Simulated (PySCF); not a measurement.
C₄H₉Cl, SMILES CCCCCl.

The structure is a stationary point at PBE-D3(BJ)/def2-SVP. One conformer was computed; it need not be the lowest.

Vertical ionisation energy (IE) and electron affinity (EA) in eV. Rows of orbital energies are one-electron estimates. Where ΔSCF, EOM or ADC give a negative EA the extra electron is unbound and the value depends on the basis.

```json
[
 {"level": "−ε(HOMO), −ε(LUMO), B3LYP/def2-TZVP (PySCF)", "IE": "7.98", "EA": "-0.51"},
 {"level": "−ε(HOMO), −ε(LUMO), PBE/def2-TZVP (PySCF)", "IE": "6.82", "EA": "0.29"}
]
```
